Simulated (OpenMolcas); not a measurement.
Consider [Cu2(μ-Br)2(NH3)4]2+, a planar model complex in vacuum (2 bridging Br, bridge angle 92°, metal-metal distance 3.62 Å, Cu–Br 2.52 Å; typed geometry, not optimised).

```xyz
20

Cu    -1.8099     0.0000     0.0000
Cu     1.8099     0.0000     0.0000
Br     0.0000     1.7478     0.0000
Br     0.0000    -1.7478     0.0000
N     -3.2453     1.4354     0.0000
H     -3.5271     1.7172     0.9389
H     -2.9521     2.2922    -0.4695
H     -4.1021     1.1423    -0.4694
N     -3.2453    -1.4354     0.0000
H     -3.5271    -1.7172     0.9389
H     -4.1021    -1.1423    -0.4695
H     -2.9521    -2.2922    -0.4694
N      3.2453     1.4354     0.0000
H      3.5271     1.7172     0.9389
H      4.1021     1.1423    -0.4695
H      2.9521     2.2922    -0.4694
N      3.2453    -1.4354     0.0000
H      3.5271    -1.7172     0.9389
H      2.9521    -2.2922    -0.4695
H      4.1021    -1.1423    -0.4694
```

Problem. Give the energies of the total-spin states at CASSCF(2,2) on the singly occupied d orbitals (ANO-RCC-VDZP on Cu, N and ANO-RCC-VDZ on Br, H, scalar-relativistic DKH2, RICD, no spin-orbit coupling, OpenMolcas), and the exchange constant.

Solution. Local spins 1/2 and 1/2.

```json
[
 {"total S": "1", "E (cm⁻¹)": "0.0", "natural occupations, lowest and highest": "1.000, 1.000"},
 {"total S": "0", "E (cm⁻¹)": "18.2", "natural occupations, lowest and highest": "0.991, 1.009"}
]
```

J = 9.1 cm⁻¹ (ferromagnetic).

J is defined by H = −2J S1·S2, so negative values are antiferromagnetic. Wave-function values come from the highest and lowest total spin; broken-symmetry values use Yamaguchi's formula with the computed ⟨S²⟩. The active space holds the singly occupied metal orbitals alone, without bridging-ligand orbitals. No row is a measured value.
